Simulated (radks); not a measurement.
The numbers below are computed, except where a source is named.
Mn XXIII, configuration [He] 2s1 (the NIST ground configuration). Level of theory: non-relativistic Kohn-Sham, revPBE, spin-polarised, spherical densities, point nucleus; open shells are filled with parallel spins first (a radial shooting solver on a logarithmic mesh with Libxc functionals).

Unscreened Slater integrals over Kohn-Sham orbitals (eV). They are taken over the spin-up orbitals. Empty in this configuration: 2p.

integral    value
F0(2s,2s)  97.286
F0(2s,1s)  135.83
G0(2s,1s)  13.749
F0(2s,2p)  104.07
G1(2s,2p)  58.035
F0(1s,1s)  418.40
F0(1s,2p)  154.66
G1(1s,2p)  30.079
F0(2p,2p)  115.06
F2(2p,2p)  55.492
